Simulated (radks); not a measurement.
Species: the manganese ion Mn+. Configuration: [Ar] 3d5 4s1. Calculated with a radial shooting solver on a logarithmic mesh with Libxc functionals: non-relativistic Kohn-Sham, LDA (Slater exchange, VWN5 correlation), spin-polarised, spherical densities, point nucleus; open shells are filled with parallel spins first; hard spherical wall at 12 bohr.

Normalised radial functions P(r) = r R(r), r in bohr:

r,3s down,3d down
0.002634,0.0683,0.0000
0.003018,0.0774,0.0000
0.00343,0.0871,0.0000
0.00393,0.0985,0.0000
0.004503,0.1112,0.0000
0.005159,0.1253,0.0000
0.00591,0.1408,0.0000
0.006771,0.1577,0.0000
0.007758,0.1761,0.0001
0.008817,0.1946,0.0001
0.0101,0.2155,0.0001
0.01157,0.2373,0.0002
0.01326,0.2597,0.0003
0.01519,0.2821,0.0004
0.0174,0.3038,0.0006
0.01994,0.3237,0.0008
0.02266,0.3397,0.0012
0.02596,0.3524,0.0018
0.02975,0.3586,0.0026
0.03408,0.3564,0.0037
0.03904,0.3432,0.0054
0.04473,0.3167,0.0078
0.05125,0.2746,0.0111
0.05825,0.2188,0.0155
0.06673,0.1414,0.0219
0.07645,0.0455,0.0306
0.08759,-0.0668,0.0425
0.1003,-0.1912,0.0584
0.115,-0.3202,0.0795
0.1317,-0.4433,0.1067
0.1497,-0.5418,0.1391
0.1715,-0.6136,0.1819
0.1965,-0.6361,0.2340
0.2251,-0.5958,0.2958
0.2579,-0.4837,0.3671
0.2955,-0.2990,0.4464
0.3385,-0.0512,0.5311
0.3848,0.2212,0.6122
0.4408,0.5235,0.6949
0.5051,0.8037,0.7683
0.5786,1.0260,0.8266
0.6629,1.1622,0.8643
0.7595,1.1984,0.8780
0.8701,1.1379,0.8667
0.989,1.0100,0.8344
1.133,0.8270,0.7805
1.298,0.6274,0.7107
1.487,0.4395,0.6301
1.704,0.2829,0.5437
1.952,0.1661,0.4563
2.236,0.0882,0.3718
2.542,0.0439,0.2976
2.912,0.0185,0.2266
3.336,0.0068,0.1652
3.823,0.0021,0.1144
4.379,0.0006,0.0746
5.017,0.0001,0.0452
5.748,0.0000,0.0251
6.533,0.0000,0.0132
7.485,0.0000,0.0060
8.575,0.0000,0.0024
9.825,0.0000,0.0008

3s down: eigenvalue -88.327 eV, 2 radial nodes at r = 0.0810, 0.347 bohr, <r> = 0.865 bohr, 90 % of the charge inside 1.30 bohr. 3d down (empty): eigenvalue -12.112 eV, 0 radial nodes, <r> = 1.24 bohr, 90 % of the charge inside 2.19 bohr.
